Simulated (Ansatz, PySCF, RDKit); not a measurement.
HCl (SMILES Cl) and Cl2 (SMILES ClCl) are pulled apart as rigid monomers along the line of their centres of mass, from the B3LYP-D3(BJ)/def2-TZVP minimum. Starting geometry (charge 0, multiplicity 1):
```xyz
4

Cl     0.424    -0.567    -0.332
H      0.011     0.630    -0.541
Cl    -0.181     0.562     4.727
Cl     0.085     0.032     2.794
```

Interaction energies with rigid monomers; basis-set methods are counterpoise corrected unless marked otherwise.

Cores are frozen in the correlated methods.

The values were computed with Ansatz (Gaussian basis) for Hartree–Fock, density functionals and correlated methods; PySCF for the dispersion terms; RDKit for the force fields. 

```json
[
 {"Cl1···Cl4 (Å)": "2.88", "UFF (kJ/mol)": "28.2", "r2SCAN-D3(BJ)/def2-TZVPPD (kJ/mol)": "-6.9", "PBE0/def2-TZVPPD (kJ/mol)": "-0.9", "SCS-MP2/aug-cc-pV(D+d)Z (kJ/mol)": "5.9", "CCSD/aug-cc-pV(T+d)Z (kJ/mol)": "4.2"},
 {"Cl1···Cl4 (Å)": "3.20", "UFF (kJ/mol)": "4.3", "r2SCAN-D3(BJ)/def2-TZVPPD (kJ/mol)": "-8.7", "PBE0/def2-TZVPPD (kJ/mol)": "-4.4", "SCS-MP2/aug-cc-pV(D+d)Z (kJ/mol)": "-3.0", "CCSD/aug-cc-pV(T+d)Z (kJ/mol)": "-3.3"},
 {"Cl1···Cl4 (Å)": "3.68", "UFF (kJ/mol)": "-1.2", "r2SCAN-D3(BJ)/def2-TZVPPD (kJ/mol)": "-5.8", "PBE0/def2-TZVPPD (kJ/mol)": "-3.5", "SCS-MP2/aug-cc-pV(D+d)Z (kJ/mol)": "-4.0", "CCSD/aug-cc-pV(T+d)Z (kJ/mol)": "-3.9"},
 {"Cl1···Cl4 (Å)": "4.48", "UFF (kJ/mol)": "-0.9", "r2SCAN-D3(BJ)/def2-TZVPPD (kJ/mol)": "-2.1", "PBE0/def2-TZVPPD (kJ/mol)": "-1.3", "SCS-MP2/aug-cc-pV(D+d)Z (kJ/mol)": "…", "CCSD/aug-cc-pV(T+d)Z (kJ/mol)": "-1.7"},
 {"Cl1···Cl4 (Å)": "5.76", "UFF (kJ/mol)": "-0.3", "r2SCAN-D3(BJ)/def2-TZVPPD (kJ/mol)": "-0.5", "PBE0/def2-TZVPPD (kJ/mol)": "-0.3", "SCS-MP2/aug-cc-pV(D+d)Z (kJ/mol)": "-0.5", "CCSD/aug-cc-pV(T+d)Z (kJ/mol)": "…"}
]
```

Problem. What belongs in the gaps?

Solution. 
- 4.48, SCS-MP2/aug-cc-pV(D+d)Z (kJ/mol): -1.8
- 5.76, CCSD/aug-cc-pV(T+d)Z (kJ/mol): -0.5

Ansatz is an electronic-structure program.
